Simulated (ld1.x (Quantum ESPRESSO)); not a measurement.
# An all-electron radial function and its pseudo partner (Si)

Columns: radius, all-electron u(r) and pseudo u(r) of the 2p shell (level -96.01 eV) of silicon in the configuration [He] 2s2 2p6 3s1.75 3p2.25; LDA (PZ), scalar-relativistic, TM semilocal scheme, ld1.x (Quantum ESPRESSO) 7.5.

```json
{"r (bohr)": "0.032", "all-electron": "0.0718", "pseudo": "0.0320"}
{"r (bohr)": "0.065", "all-electron": "0.2366", "pseudo": "0.1283"}
{"r (bohr)": "0.098", "all-electron": "0.4342", "pseudo": "0.2784"}
{"r (bohr)": "0.130", "all-electron": "0.6252", "pseudo": "0.4596"}
{"r (bohr)": "0.162", "all-electron": "0.7989", "pseudo": "0.6571"}
{"r (bohr)": "0.195", "all-electron": "0.9519", "pseudo": "0.8576"}
{"r (bohr)": "0.228", "all-electron": "1.0754", "pseudo": "1.0363"}
{"r (bohr)": "0.260", "all-electron": "1.1673", "pseudo": "1.1759"}
{"r (bohr)": "0.292", "all-electron": "1.2337", "pseudo": "1.2760"}
{"r (bohr)": "0.325", "all-electron": "1.2783", "pseudo": "1.3379"}
{"r (bohr)": "0.358", "all-electron": "1.3019", "pseudo": "1.3631"}
{"r (bohr)": "0.390", "all-electron": "1.3079", "pseudo": "1.3601"}
{"r (bohr)": "0.422", "all-electron": "1.3003", "pseudo": "1.3385"}
{"r (bohr)": "0.455", "all-electron": "1.2807", "pseudo": "1.3043"}
{"r (bohr)": "0.488", "all-electron": "1.2516", "pseudo": "1.2638"}
{"r (bohr)": "0.520", "all-electron": "1.2165", "pseudo": "1.2215"}
{"r (bohr)": "0.552", "all-electron": "1.1762", "pseudo": "1.1776"}
{"r (bohr)": "0.585", "all-electron": "1.1307", "pseudo": "1.1309"}
{"r (bohr)": "0.618", "all-electron": "1.0824", "pseudo": "1.0824"}
{"r (bohr)": "0.650", "all-electron": "1.0340", "pseudo": "1.0340"}
{"r (bohr)": "0.682", "all-electron": "0.9848", "pseudo": "0.9848"}
{"r (bohr)": "0.715", "all-electron": "0.9338", "pseudo": "0.9338"}
{"r (bohr)": "0.748", "all-electron": "0.8833", "pseudo": "0.8833"}
{"r (bohr)": "0.780", "all-electron": "0.8351", "pseudo": "0.8351"}
{"r (bohr)": "0.812", "all-electron": "0.7880", "pseudo": "0.7880"}
{"r (bohr)": "0.845", "all-electron": "0.7409", "pseudo": "0.7409"}
```

(1) How many radial nodes do the two functions have?

(2) At about which radius was the pseudo-wave matched?

(3) Is the pseudo-wave norm-conserving?

Results:

(1) The all-electron 2p function has n − l − 1 = 0; the pseudo-wave has 0.

(2) 0.65 bohr. The columns agree to 0.0005 from 0.58 bohr on; several derivatives are matched, so the curves merge somewhat inside the radius.

(3) Yes: the TM semilocal scheme keeps the norm inside the radius equal to the all-electron one, which fixes the energy derivative of the logarithmic derivative at the level.
